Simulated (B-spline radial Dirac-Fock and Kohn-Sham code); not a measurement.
# Ionisation energies of krypton ions, computed and tabulated

Model: multi-electron Dirac-Fock with separately optimised hole states, Breit and Lamb-shift corrections added in first order. Program: a B-spline atomic structure program. Each value is the difference of the configuration-average energies of two neighbouring ions in their tabulated ground configurations. Electron correlation is not included. NIST's values refer to the lowest levels; many for high charge states are themselves semi-empirical or theoretical. Where a p, d or f shell is open in either ion the computed value averages over both j values and all terms, while the table refers to the lowest levels; that difference holds spin-orbit splitting (largest in heavy or highly charged ions), term energies where several electrons share open shells, and correlation, and it can reach 10 % or more.

| ion | configuration | computed (eV) | NIST (eV) | kind | NIST − computed (eV) |
| --- | --- | --- | --- | --- | --- |
| Kr¹²⁺ | [Ar] 3d6 | 395.6 | 391 ± 4 | theoretical | -4.63 |
| Kr¹³⁺ | [Ar] 3d5 | 440.9 | 446 ± 3 | theoretical | +5.11 |
| Kr¹⁴⁺ | [Ar] 3d4 | 487.8 | 492 ± 5 | theoretical | +4.17 |
| Kr¹⁵⁺ | [Ar] 3d3 | 536.4 | 540 ± 3 | theoretical | +3.57 |
| Kr¹⁶⁺ | [Ar] 3d2 | 586.7 | 591 ± 3 | theoretical | +4.34 |
| Kr¹⁷⁺ | [Ar] 3d1 | 638.5 | 640 ± 3 | theoretical | +1.48 |
| Kr¹⁸⁺ | [Ne] 3s2 3p6 | 788.0 | 785.316 ± 0.012 | semi-empirical | -2.73 |
| Kr¹⁹⁺ | [Ne] 3s2 3p5 | 836.9 | 831.6 ± 0.9 | semi-empirical | -5.31 |
| Kr²⁰⁺ | [Ne] 3s2 3p4 | 886.7 | 882.8 ± 1.3 | semi-empirical | -3.87 |
| Kr²¹⁺ | [Ne] 3s2 3p3 | 937.3 | 945 ± 3 | semi-empirical | +7.66 |
| Kr²²⁺ | [Ne] 3s2 3p2 | 988.9 | 999 ± 2.4 | semi-empirical | +10.09 |

Task: Where in this range is the largest relative jump, and why?

Result: From Kr¹⁷⁺ (638.5 eV) to Kr¹⁸⁺ (788.0 eV), a factor of 1.23. The configuration goes from [Ar] 3d1 to [Ne] 3s2 3p6, so the next electron comes out of a deeper subshell.
